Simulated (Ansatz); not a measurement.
Cl₃In, singlet, at a GFN2-xTB geometry (such geometries of metal compounds can be far from the true shape) (all electrons, no relativity). Base run: PBE0/3-21G run with Ansatz (a program for electronic structure).

Input for Ansatz:
Ansatz 0.2 input:
```yaml
crystal:
  periodic: [false, false, false]
  atoms:
    - {symbol: In, position_ang: [-0.00000000, -0.00000000, 0.00000000]}
    - {symbol: Cl, position_ang: [2.24449596, -0.20389963, -0.44000345]}
    - {symbol: Cl, position_ang: [-0.90325628, -1.01151285, 1.85308124]}
    - {symbol: Cl, position_ang: [-1.34123968, 1.21541248, -1.41307779]}
basis:
  gaussian:
    orbitals: 3-21G.json
hamiltonian:
  xc: pbe0
```
The basis file holds 3-21G in the JSON format of the Basis Set Exchange.

The bond that is stretched is that between atoms 2 and 1. A test that says stable can miss a lower solution.

Each row names what was changed in the base input (with any setting that the change needs).

| change | ΔE vs base (eV) | <S^2> | stability test says |
|---|---|---|---|
| base | 0.00 | 0.000 | minimum (restricted orbitals) |
| spin_polarized = on; lower_state_search = off | 0.00 | 0.000 | undecided (no full test) |
| spin_polarized = on; lower_state_search = standard | 0.00 | 0.000 | minimum |
| bond × 1.25 | 0.92 | 0.000 | minimum (restricted orbitals) |
| spin_polarized = on; lower_state_search = off; bond × 1.25 | 0.92 | 0.000 | undecided (no full test) |
| spin_polarized = on; lower_state_search = standard; bond × 1.25 | 0.92 | 0.000 | minimum |
| bond × 1.5 | 2.37 | 0.000 | minimum (restricted orbitals) |
| spin_polarized = on; lower_state_search = off; bond × 1.5 | 2.37 | 0.000 | undecided (no full test) |
| spin_polarized = on; lower_state_search = standard; bond × 1.5 | 2.37 | 0.027 | minimum |
| bond × 1.8 | 3.53 | 0.000 | minimum (restricted orbitals) |
| spin_polarized = on; lower_state_search = off; bond × 1.8 | 3.53 | 0.000 | undecided (no full test) |
| spin_polarized = on; lower_state_search = standard; bond × 1.8 | 3.24 | 0.626 | minimum |
| bond × 2.2 | 4.31 | 0.000 | minimum (restricted orbitals) |
| spin_polarized = on; lower_state_search = off; bond × 2.2 | 3.60 | 0.855 | undecided (no full test) |
| spin_polarized = on; lower_state_search = standard; bond × 2.2 | 3.60 | 0.855 | minimum |
| bond × 3.0 | 4.78 | 0.000 | minimum (restricted orbitals) |
| spin_polarized = on; lower_state_search = off; bond × 3.0 | 3.70 | 0.975 | undecided (no full test) |
| spin_polarized = on; lower_state_search = standard; bond × 3.0 | 3.70 | 0.975 | minimum |

Where a bond breaks into two radicals, a solution with restricted orbitals usually stops being the lowest and lies too high; an unrestricted one lies lower at the price of spin contamination, which <S^2> shows.
